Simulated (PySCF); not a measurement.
**NMR data sheet: C8H9B**

| Item | Value |
| --- | --- |
| Formula | C8H9B |
| SMILES | C=CC1=CC=CBC=C1 |
| InChI | InChI=1S/C8H9B/c1-2-8-4-3-6-9-7-5-8/h2-7,9H,1H2 |
| Point group of the computed structure | C1 |
| Carbon signals | 8 |
| Proton signals | 9 |

Bonds (- single, = double, # triple, : aromatic): C1=C2, C2-C3, C3=C4, C4-C5, C5=C6, C6-B7, B7-C8, C8=C9, C9-C3. C1 carries H10, H11; C2 carries H12; C4 carries H13; C5 carries H14; C6 carries H15; B7 carries H16; C8 carries H17; C9 carries H18. H10 is cis to C3; H11 is trans to C3.

PySCF calculation with PBE0/pcSseg-1 with gauge-including orbitals and PBE0-D3(BJ)/def2-SVP geometry; a single conformation, gas phase, relativity neglected.

Scale: $^{1}$H (σref 31.27), $^{13}$C (σref 184.41) vs TMS; $^{11}$B (σref 100.73) against BF3·OEt2 (reference shieldings calculated alike).

```tsv
carbon	δC, type	δH (multiplicity)	HMBC from (2–3 bonds)	span of the C tensor (ppm)
C1	123.2, CH2	H10 6.39 (m); H11 5.77 (m)	H12	219
C2	149.6, CH	6.70 (m)	H18, H13, H10, H11	207
C3	149.2, C	–	H18, H17, H14, H13, H12, H10, H11	225
C4	145.2, CH	7.21 (d)	H18, H15, H14, H12	197
C5	154.8, CH	8.07 (m)	H15, H13, H16	249
C6	162.8, CH	8.37 (m)	H17, H14, H13, H16	295
C8	160.8, CH	8.49 (m)	H18, H15, H16	298
C9	148.9, CH	8.64 (m)	H17, H13, H12, H16	247
```

Other nuclei:
```csv
atoms,nucleus,environment,δ (ppm),σ (ppm)
H16,$^{1}$H,"hydrogen on a boron bonded to 2 C, in a 7-membered ring",6.38,24.88
B7,$^{11}$B,"boron bonded to 2 C, H, in a 7-membered ring",45.6,55.1
```

δC 162.8, 160.8, 154.8, 149.6, 148.9, 145.2: alkene CH; as expected for a trigonal carbon in a double bond. δC 149.2: fully substituted alkene carbon; as expected for a trigonal carbon in a double bond. δC 123.2: terminal =CH2 carbon; the olefinic region. δH 8.64, 8.49, 8.37, 8.07, 7.21, 6.70: hydrogen on an alkene CH. δH 6.39, 5.77: hydrogen on a terminal =CH2 carbon; a vinylic proton, deshielded by the sp2 carbon and the C=C anisotropy.

Hydrogens on boron are broadened and split by $^{11}$B (spin 3/2, 80 %) and 10B (spin 3). A carbon bonded to boron is broadened by the quadrupolar boron nucleus and is often missing from a measured spectrum. Shifts are as computed. Against solution values, carbons near 30 ppm lie about +2 ppm off and those near 130 ppm about +5 ppm. Of 1309 compounds with measured shifts, 239 miss one by over three times the rms of a fit or turn the order of signals round; such compounds aren't used in these exercises. No couplings were computed; multiplicities are counted from neighbouring protons, with m where these are inequivalent, close in shift, in a saturated or five-membered ring or joined by F or P, and br s for small geminal =CH2 splittings.
